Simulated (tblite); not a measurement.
Record of a relaxation.

C4H8O4SSi.
Numbering: `[CH3:1][O:2][C:3](=[O:4])[Si@H:5]([O:6][CH:7]=[O:8])[S:9][CH3:10]` (hydrogens: H11, H12, H13 on C1; H14 on Si5; H15 on C7; H16, H17, H18 on C10)

Computed with GFN2-xTB (tblite), gas phase: L-BFGS steps from a force-field or distance-geometry start until the largest atomic force falls under 0.01 eV/Å. 9 of its 231 geometries are shown.

Step 0: E = -922.3272 eV, largest atomic force 5.313 eV/Å
```
atom  x, y, z in Å  |  force x, y, z in eV/Å
C1      3.554   -0.446   -0.300   -1.540  -1.332   0.076
O2      2.361    0.331   -0.578   -0.546  -0.363   0.238
C3      1.185   -0.343   -0.480    2.571  -3.212   1.145
O4      1.168   -1.570   -0.187    0.127   3.116  -0.905
Si5    -0.459    0.430   -0.775   -1.674   1.236  -0.686
O6     -0.442    2.155   -0.707   -0.797   0.644   1.473
C7     -1.063    2.875    0.292   -1.747  -4.380   2.448
O8     -1.679    2.252    1.206    2.344   2.788  -3.221
S9     -1.816   -0.485    0.589   -0.013   0.084   0.580
C10    -2.892   -1.646   -0.305   -0.621   0.143  -1.137
H11     3.400   -1.379   -0.919    0.556   0.621   0.738
H12     3.536   -0.722    0.790    0.207   0.214  -0.984
H13     4.453    0.070   -0.593   -0.113   0.372  -0.024
H14    -0.917    0.075   -2.136    0.173   0.334   0.311
H15    -1.039    3.963    0.324    0.395  -0.128  -0.688
H16    -2.699   -2.695   -0.069    0.123   0.358   0.146
H17    -2.720   -1.482   -1.392   -0.323  -0.224   0.738
H18    -3.941   -1.378   -0.036    0.878  -0.271  -0.248
```

Step 29: E = -923.3682 eV, largest atomic force 0.164 eV/Å
```
atom  x, y, z in Å  |  force x, y, z in eV/Å
C1      3.442   -0.379   -0.300    0.025   0.017  -0.021
O2      2.140    0.196   -0.417    0.027  -0.007   0.080
C3      1.085   -0.616   -0.429    0.079  -0.048   0.024
O4      1.155   -1.820   -0.398    0.027   0.068  -0.010
Si5    -0.567    0.352   -0.614    0.021  -0.025  -0.047
O6     -0.275    1.959   -0.396   -0.025   0.090  -0.040
C7     -0.890    2.867    0.343   -0.082  -0.044   0.083
O8     -1.502    2.650    1.340    0.058   0.070  -0.082
S9     -2.162   -0.334    0.611   -0.047   0.020  -0.073
C10    -2.893   -1.689   -0.387    0.010  -0.002   0.032
H11     3.537   -1.266   -0.928   -0.114  -0.033   0.002
H12     3.642   -0.651    0.738   -0.055  -0.013  -0.009
H13     4.147    0.382   -0.625   -0.030   0.047   0.006
H14    -0.958    0.309   -2.016   -0.063  -0.020  -0.073
H15    -0.768    3.874   -0.102    0.106  -0.107   0.064
H16    -2.473   -2.636   -0.066   -0.011   0.018   0.017
H17    -2.709   -1.539   -1.445    0.025   0.059   0.035
H18    -3.959   -1.652   -0.188    0.050  -0.090   0.011
```

Step 58: E = -923.4703 eV, largest atomic force 0.167 eV/Å
```
atom  x, y, z in Å  |  force x, y, z in eV/Å
C1      3.251   -0.319   -0.211   -0.024  -0.024   0.026
O2      1.926    0.207   -0.186   -0.028   0.014  -0.063
C3      0.899   -0.598   -0.452    0.013  -0.034  -0.046
O4      0.992   -1.790   -0.614    0.073  -0.034  -0.004
Si5    -0.719    0.398   -0.764    0.067   0.036   0.018
O6     -0.299    1.978   -0.558    0.043   0.049  -0.012
C7     -0.612    2.875    0.356   -0.020   0.096  -0.135
O8     -1.366    2.721    1.260   -0.030  -0.035   0.106
S9     -2.403   -0.168    0.393    0.013  -0.020  -0.023
C10    -2.777   -1.800   -0.346    0.017  -0.054  -0.024
H11     3.308   -1.169   -0.894   -0.050   0.013  -0.024
H12     3.559   -0.646    0.782   -0.078   0.021   0.065
H13     3.888    0.497   -0.547    0.037  -0.040  -0.005
H14    -0.995    0.330   -2.197   -0.033   0.050   0.063
H15    -0.081    3.824    0.147   -0.001  -0.075   0.013
H16    -2.040   -2.532   -0.038    0.059   0.022   0.065
H17    -2.779   -1.718   -1.426   -0.074   0.011  -0.008
H18    -3.759   -2.083    0.018    0.016   0.003  -0.014
```

Step 86: E = -923.5302 eV, largest atomic force 0.101 eV/Å
```
atom  x, y, z in Å  |  force x, y, z in eV/Å
C1      3.083   -0.397   -0.108   -0.028   0.001   0.010
O2      1.835    0.225   -0.402   -0.015   0.062   0.078
C3      0.788   -0.544   -0.690    0.030   0.038  -0.049
O4      0.835   -1.747   -0.780   -0.041  -0.035   0.025
Si5    -0.784    0.534   -0.970   -0.004   0.041  -0.013
O6     -0.330    2.089   -0.653    0.001  -0.035  -0.001
C7     -0.539    2.888    0.378    0.002  -0.011  -0.029
O8     -1.267    2.682    1.294    0.019  -0.017  -0.022
S9     -2.407   -0.099    0.237    0.009  -0.014   0.038
C10    -2.556   -1.848   -0.279    0.009  -0.029   0.009
H11     3.207   -1.304   -0.701   -0.030  -0.022  -0.025
H12     3.115   -0.649    0.953    0.028  -0.035   0.020
H13     3.858    0.330   -0.343    0.000   0.003  -0.017
H14    -1.132    0.581   -2.384    0.031   0.048   0.011
H15     0.072    3.802    0.267   -0.023   0.012  -0.025
H16    -1.603   -2.349   -0.148   -0.019   0.005  -0.036
H17    -2.879   -1.898   -1.314    0.018   0.002   0.046
H18    -3.306   -2.289    0.369    0.012  -0.013  -0.022
```

Step 115: E = -923.5568 eV, largest atomic force 0.022 eV/Å
```
atom  x, y, z in Å  |  force x, y, z in eV/Å
C1      3.007   -0.522   -0.019    0.001   0.005   0.002
O2      1.798    0.195   -0.259   -0.009   0.002  -0.017
C3      0.757   -0.476   -0.741   -0.017  -0.004   0.001
O4      0.769   -1.660   -0.988    0.012   0.004  -0.018
Si5    -0.805    0.617   -0.984    0.002  -0.014   0.009
O6     -0.412    2.196   -0.717    0.003  -0.010  -0.001
C7     -0.568    2.988    0.327   -0.015   0.000   0.001
O8     -1.077    2.696    1.360    0.018   0.000   0.001
S9     -2.338   -0.129    0.282    0.020   0.004   0.004
C10    -2.408   -1.873   -0.273   -0.010   0.009   0.000
H11     3.038   -1.417   -0.644   -0.015   0.008   0.004
H12     3.054   -0.809    1.032   -0.001   0.001   0.003
H13     3.829    0.147   -0.262   -0.004   0.007   0.008
H14    -1.197    0.678   -2.385    0.020  -0.006   0.000
H15    -0.159    3.988    0.098    0.004  -0.004   0.001
H16    -1.407   -2.285   -0.334   -0.012   0.009  -0.001
H17    -2.898   -1.921   -1.238    0.004  -0.002  -0.004
H18    -2.993   -2.405    0.468    0.002  -0.007   0.007
```

Step 144: E = -923.5618 eV, largest atomic force 0.030 eV/Å
```
atom  x, y, z in Å  |  force x, y, z in eV/Å
C1      2.916   -0.512    0.075    0.005   0.000   0.001
O2      1.705    0.188   -0.197    0.009   0.009  -0.009
C3      0.740   -0.448   -0.855    0.000   0.010   0.003
O4      0.820   -1.587   -1.251   -0.007  -0.004   0.012
Si5    -0.836    0.630   -1.050   -0.008   0.003   0.006
O6     -0.471    2.217   -0.786    0.005  -0.012  -0.022
C7     -0.476    2.954    0.308   -0.010  -0.010   0.027
O8     -0.803    2.597    1.394    0.026   0.012  -0.009
S9     -2.309   -0.131    0.277    0.000   0.004   0.002
C10    -2.370   -1.884   -0.247    0.004  -0.013   0.000
H11     2.975   -1.402   -0.554    0.002  -0.008   0.007
H12     2.932   -0.799    1.127   -0.007  -0.006   0.000
H13     3.742    0.164   -0.138   -0.003   0.014  -0.005
H14    -1.265    0.697   -2.438    0.000   0.001  -0.006
H15    -0.133    3.976    0.068   -0.006  -0.003   0.003
H16    -1.368   -2.256   -0.428   -0.012   0.001   0.005
H17    -2.972   -1.967   -1.145   -0.001   0.003  -0.004
H18    -2.836   -2.431    0.565    0.004  -0.001  -0.011
```

Step 172: E = -923.5798 eV, largest atomic force 0.227 eV/Å
```
atom  x, y, z in Å  |  force x, y, z in eV/Å
C1      2.925   -0.284    0.066    0.004   0.004   0.012
O2      1.685    0.316   -0.298   -0.062  -0.113  -0.047
C3      0.723   -0.468   -0.779    0.001  -0.024   0.014
O4      0.843   -1.654   -0.981   -0.025   0.087   0.037
Si5    -0.889    0.545   -1.059   -0.048   0.027  -0.033
O6     -0.578    2.154   -0.822   -0.031  -0.069   0.027
C7     -0.230    2.743    0.304    0.092  -0.032   0.139
O8     -0.167    2.226    1.376   -0.009   0.096  -0.206
S9     -2.411   -0.151    0.256    0.039  -0.007  -0.031
C10    -2.553   -1.890   -0.295    0.000  -0.053  -0.022
H11     3.109   -1.178   -0.531   -0.059  -0.001  -0.036
H12     2.893   -0.555    1.122    0.016   0.009   0.019
H13     3.694    0.462   -0.110    0.062   0.032   0.018
H14    -1.288    0.596   -2.460    0.028  -0.019   0.067
H15     0.009    3.804    0.109   -0.039  -0.002   0.056
H16    -1.568   -2.342   -0.357   -0.039   0.044  -0.024
H17    -3.051   -1.907   -1.260    0.045  -0.052   0.040
H18    -3.154   -2.411    0.445    0.023   0.073  -0.031
```

Step 201: E = -923.6031 eV, largest atomic force 0.088 eV/Å
```
atom  x, y, z in Å  |  force x, y, z in eV/Å
C1      2.946   -0.236   -0.075   -0.001  -0.004  -0.003
O2      1.719    0.332   -0.522   -0.013  -0.008   0.017
C3      0.645   -0.453   -0.509    0.014   0.031   0.005
O4      0.671   -1.623   -0.213    0.001  -0.008  -0.006
Si5    -0.917    0.548   -1.024    0.015  -0.011  -0.016
O6     -0.692    2.168   -0.744   -0.021  -0.030  -0.023
C7     -0.157    2.692    0.339    0.000   0.029  -0.047
O8      0.198    2.084    1.298    0.017  -0.031   0.081
S9     -2.619   -0.130    0.047    0.005   0.007  -0.027
C10    -2.597   -1.909   -0.382   -0.001   0.014   0.002
H11     3.158   -1.155   -0.625   -0.009  -0.012  -0.006
H12     2.880   -0.465    0.991   -0.005   0.000  -0.008
H13     3.715    0.510   -0.257   -0.001   0.009  -0.006
H14    -1.070    0.586   -2.471    0.000   0.006   0.006
H15    -0.074    3.787    0.233   -0.008   0.012   0.008
H16    -1.603   -2.309   -0.218    0.004   0.001   0.015
H17    -2.898   -2.029   -1.416    0.007   0.003  -0.003
H18    -3.313   -2.391    0.273   -0.004  -0.007   0.014
```

Step 230: E = -923.6073 eV, largest atomic force 0.007 eV/Å
```
atom  x, y, z in Å  |  force x, y, z in eV/Å
C1      2.948   -0.256   -0.124    0.001   0.001   0.001
O2      1.722    0.320   -0.565    0.002   0.005   0.003
C3      0.633   -0.439   -0.480   -0.004  -0.002   0.000
O4      0.643   -1.587   -0.106   -0.001  -0.006  -0.003
Si5    -0.899    0.564   -1.066    0.002   0.005   0.002
O6     -0.683    2.179   -0.742   -0.003  -0.001  -0.001
C7     -0.193    2.667    0.378   -0.001   0.003   0.004
O8      0.134    2.026    1.327    0.004  -0.002  -0.006
S9     -2.674   -0.086   -0.103   -0.002   0.000  -0.002
C10    -2.583   -1.895   -0.357   -0.001  -0.001   0.004
H11     3.135   -1.190   -0.658    0.000  -0.001   0.001
H12     2.896   -0.462    0.946   -0.001   0.001   0.002
H13     3.723    0.475   -0.336    0.003   0.000  -0.003
H14    -0.954    0.629   -2.518    0.000  -0.001  -0.004
H15    -0.121    3.766    0.319    0.000   0.001   0.002
H16    -1.603   -2.253   -0.064   -0.002  -0.002   0.001
H17    -2.782   -2.120   -1.399    0.002   0.002   0.000
H18    -3.351   -2.331    0.272    0.001  -0.001  -0.001
```

**Question.** Summarise the path.

**Answer.** The energy falls by 29.52 kcal/mol from step 0 to step 230; nine tenths of that is first reached at step 61. It rises by more than 0.2 meV at steps 155, 158, 161 and 192. The largest force goes from 5.313 to 0.007 eV/Å. Among the bonds C3–Si5 changes most, from 1.840 to 1.923 Å; the atoms move by 0.863 Å rms after alignment.

What follows is the cost of the whole relaxation. On Arm Neoverse N1, one thread, no GPU, shared host with 64 logical CPUs at a one-minute load of 59, this took 3.9 s wall.
